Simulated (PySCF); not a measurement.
**Question.** Write Cartesian coordinates for `C=COBBr` as optimised with PBE0-D3(BJ)/def2-SVP.

**Answer.** 
```
atom  x, y, z in Å
C1    -0.9453   -0.0040    0.1759
C2    -0.2213    0.6595   -0.7189
O3     1.0764    0.3800   -1.0334
B4     2.1761    0.2968   -0.2706
Br5    2.1879    0.7256    1.6029
H6    -0.5315   -0.8198    0.7723
H7    -1.9897    0.2727    0.3249
H8    -0.6266    1.4667   -1.3359
H9     3.2049   -0.0473   -0.7887
```

Any rigid rotation of these coordinates is as good. Atoms count from 1 in this order. Of the pairs four or more bonds apart, C1···Br5 is among the closest relative to their van der Waals radii: 3.52 Å, 99 % of the sum of Bondi's values. B4 (three-coordinate boron) is planar (angles 123.1°, 118.6° and 118.3°, sum 360.0°, 0.01 Å off the plane of its three neighbours).

Bonds between heavy atoms (Å): C1=C2 1.329, C2–O3 1.364, O3–B4 1.341, B4–Br5 1.922.

Computed, not measured: PBE0-D3(BJ)/def2-SVP geometry optimisation, gas phase in PySCF.

Point group: C1 (no symmetry element, even within 0.4 Å). Not checked by PBE0-D3(BJ)/def2-SVP frequencies. The numbers are those of one conformer (C1–C2–O3–B4 -56°, C2–O3–B4–Br5 -5°).
